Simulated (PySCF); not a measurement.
# Simulated absorption spectrum

SnClBr3.
SMILES: `[Cl][Sn]([Br])([Br])[Br]`

Method used: TDDFT PBE0/def2-SVPD, vertical, gas phase, core orbitals frozen in the response, def2 core potentials past Kr in PySCF 2.14.0, density-fitted response routines. Geometry: PBE0-D3(BJ)/def2-SVP; no solvent, vibrations or thermal averaging. Spin–orbit coupling is left out.

Computed states:

| state | E (eV) | f |
| --- | --- | --- |
| S1 | 4.01 | 0.0000 |
| S2 | 4.12 | 0.0037 |
| S3 | 4.13 | 0.0039 |
| S4 | 4.49 | 0.025 |
| S5 | 4.50 | 0.025 |
| S6 | 4.55 | 0.040 |
| S7 | 4.93 | 0.037 |
| S8 | 4.93 | 0.039 |
| S9 | 6.57 | 0.059 |

Each state is given a Gaussian of 0.25 eV full width at half maximum, with ε(max) = 2.175×10⁸ f / Δν̃ (Δν̃ the width in cm⁻¹). The width is an assumption, not a result. The curve ends short of the highest state used, and states not computed would add to its high-energy end.

(1) Give the broadened spectrum and its maxima.

(2) Coming from long wavelengths, where does ε first pass 100 L mol⁻¹ cm⁻¹?

(3) On this curve, what absorbance would a 10⁻⁴ mol/L sample give at 254 nm over a 1 cm path?

## Answers

(1) 
```
E (eV)  ε (L mol⁻¹ cm⁻¹)
  3.63                 0
  3.73                 1
  3.84                23
  3.94               180
  4.04               596
  4.14               837
  4.24               813
  4.34              2549
  4.45              7709
  4.55              9041
  4.65              4827
  4.75              3008
  4.85              6388
  4.96              7913
  5.06              3836
  5.16               766
  5.26                63
  5.36                 2
  5.46                 0
  5.57                 0
  5.67                 0
  5.77                 0
  5.87                 0
  5.97                 0
```

Maxima: 300 nm (4.13 eV), ε about 840, made up of S2 (48%) and S3 (50%); 274 nm (4.52 eV), ε about 9400, made up of S4 (27%), S5 (28%) and S6 (44%); 252 nm (4.93 eV), ε about 8300, made up of S7 (49%) and S8 (51%) (ε in L mol⁻¹ cm⁻¹; maxima over ε = 5, shares over 10%). At its high-energy end, 5.97 eV, the curve is still rising (ε about 0.00061, from S9).

(2) At about 317 nm (3.91 eV), 0.10 eV below S1.

(3) 254 nm is 4.881 eV, where ε is about 7500 L mol⁻¹ cm⁻¹, so A = ε c l ≈ 0.75 (Beer–Lambert, with the gas-phase spectrum and the assumed width).

All these states lie below the vertical ionisation energy of 10.78 eV (ΔSCF).
